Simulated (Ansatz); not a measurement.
B8N8H22, a nanocrystal cut from wurtzite BN (hydrogen-capped), relaxed as a singlet with RKS PBE-D4/def2-SVP in Ansatz, starting from the GFN2-xTB geometry. Force threshold 0.03 eV/Å.

Start:

Cartesian coordinates in Å:
```
B -0.659 1.074 -2.657
N 0.106 2.205 -1.824
N -0.900 -0.078 -1.611
B 0.456 -0.658 -1.087
B 0.353 1.813 -0.307
N 1.170 0.489 -0.277
N 0.193 -1.834 -0.088
B 1.545 -2.466 0.413
B 1.437 0.076 1.199
N 2.273 -1.272 1.188
B -1.797 0.416 -0.449
N -1.013 1.506 0.351
N -2.026 -0.822 0.510
B -0.674 -1.383 1.112
B -0.796 1.130 1.875
N 0.056 -0.207 1.836
H 0.039 0.696 -3.549
H -1.704 1.507 -3.045
H 0.996 2.399 -2.265
H -0.430 3.064 -1.859
H -1.386 -0.805 -2.123
H 1.125 -1.036 -2.003
H 0.933 2.710 0.230
H 2.065 0.667 -0.715
H -0.282 -2.579 -0.584
H 2.219 -2.811 -0.511
H 1.327 -3.360 1.176
H 2.058 0.907 1.793
H 3.175 -1.098 0.761
H 2.453 -1.556 2.143
H -2.862 0.810 -0.834
H -1.561 2.357 0.365
H -2.540 -1.556 0.034
H -2.592 -0.500 1.287
H -0.928 -2.289 1.855
H -0.176 1.990 2.422
H -1.850 0.951 2.430
H 0.198 -0.459 2.806
```

Q: Estimate the energy that the relaxation releases and the steps that it takes.

A: 6.6 kcal/mol, in 4 steps; 21 s on 2 threads of AMD EPYC 7R13 on a shared host and a share (18 GiB) of an NVIDIA H100 80GB HBM3. No frequencies were taken in this run, so the end may be a saddle point.

Q: Does the start keep its bonding and symmetry?

A: By distances, no bond broke or formed. The bond that changes most is B15–H37, from 1.21 to 1.24 Å (atoms count from 1). Point group Cs at the start, Cs at the end, both within 0.05 Å.

Q: Predict the relaxed structure.

A: 
Cartesian coordinates in Å:
```
B -0.664 1.088 -2.679
N 0.115 2.219 -1.838
N -0.913 -0.083 -1.632
B 0.452 -0.683 -1.113
B 0.360 1.831 -0.314
N 1.178 0.486 -0.286
N 0.195 -1.860 -0.092
B 1.563 -2.486 0.420
B 1.455 0.075 1.208
N 2.294 -1.277 1.191
B -1.828 0.408 -0.462
N -1.021 1.513 0.347
N -2.048 -0.816 0.531
B -0.693 -1.412 1.115
B -0.803 1.130 1.882
N 0.056 -0.215 1.844
H 0.055 0.696 -3.596
H -1.737 1.545 -3.071
H 1.018 2.435 -2.280
H -0.402 3.107 -1.871
H -1.403 -0.803 -2.179
H 1.143 -1.066 -2.051
H 0.953 2.747 0.249
H 2.088 0.675 -0.723
H -0.261 -2.635 -0.591
H 2.256 -2.837 -0.534
H 1.344 -3.398 1.216
H 2.082 0.936 1.818
H 3.218 -1.095 0.778
H 2.500 -1.547 2.162
H -2.916 0.820 -0.857
H -1.578 2.375 0.367
H -2.624 -1.550 0.099
H -2.592 -0.460 1.334
H -0.947 -2.340 1.881
H -0.191 2.019 2.468
H -1.898 0.924 2.431
H 0.193 -0.468 2.830
```
Bond lengths: 21 × B–N 1.56 to 1.61 Å; 11 × B–H 1.23 to 1.24 Å; 11 × H–N 1.03 Å.
